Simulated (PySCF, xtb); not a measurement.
CH₅NO₂SW, SMILES [W](=[NH])([O]C)(=[O])[SH], multiplicity 1.

GFN2-xTB run with xtb at its own geometry gives an orbital gap of 2.78 eV and a dipole moment of 5.29 D.

The structure is a stationary point at B3LYP-D3(BJ)/def2-SVP. The multiplicity is an assumed one; other spin states were not compared. The def2 effective core potentials stand for the cores of W; spin–orbit coupling is left out. One conformer was computed; it need not be the lowest.

### Question
What does PySCF with r2SCAN/def2-TZVP give? (The exact figures need the calculation; the answer reports its results.)

### Answer
gap 4.51 eV (levels -6.83 and -2.32 eV), dipole 2.75 D.
